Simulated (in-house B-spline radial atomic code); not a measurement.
Checks on a self-consistent run for the promethium ion Pm²¹⁺, [Ar] 3d10 4s1 4p6 4d5. Method: Dirac-Hartree-Fock, average of configuration, Fermi nucleus of rms radius 4.962 fm. Calculated with an all-electron radial atomic-structure program (B-spline basis).

```
orbital  q       ε (Eh)    <1/r>        <r²>  small-component weight
  1s1/2  2  -1692.05490  67.4189  0.00073151                0.051311
  2s1/2  2   -297.43304  16.0143   0.0114732                0.011273
  2p1/2  2   -282.19206  15.9548  0.00840127                0.011273
  2p3/2  4   -261.53067  14.2932  0.00963879                0.010533
  3s1/2  2    -83.03528  5.85212   0.0762282               0.0035635
  3p1/2  2    -76.53428  5.76539    0.071239               0.0035035
  3p3/2  4    -72.24019  5.35374   0.0780749               0.0033079
  3d3/2  4    -61.05479  5.20409   0.0630616               0.0031579
  3d5/2  6    -60.13490  5.10019   0.0649878               0.0030998
  4s1/2  1    -32.18816  2.58012     0.34918               0.0012572
  4p1/2  2    -29.24580  2.48923    0.360595                0.001192
  4p3/2  4    -28.13353  2.36304    0.386557               0.0011376
  4d3/2  2    -23.96168  2.22662    0.402084               0.0010371
  4d5/2  3    -23.74213  2.19556    0.410351               0.0010219
```

Electron-electron repulsion V_ee = 2707.8053 hartree.

Q: What total energy follows from the eigenvalues?

A: The eigenvalues count the repulsion twice, so E = Σqε - V_ee = -7124.975 - 2707.805 = -9832.780 hartree; the run printed -9832.780.

Q: Does the Dirac virial theorem hold?

A: For a point nucleus E = -2c²Σq·w, with w the small-component weight. Here Σq·w = 0.26178 and c = 137.0360, so the ratio E/(-2c²Σq·w) is 1.000107; the finite nucleus accounts for the departure from 1.

Q: What diamagnetic shielding (Lamb formula) and susceptibility (Langevin formula) do the radii give?

A: σ = (α²/3)Σq<1/r> = 380.067/(3·137.036²) = 6746.4 ppm, and χ = -0.79199×10⁻⁶·Σq<r²> = -4.737×10⁻⁶ cm³/mol with Σq<r²> = 5.981 bohr². Both are non-relativistic formulas without the paramagnetism of open shells; for so heavy an element the full relativistic shielding is larger by tens of per cent.
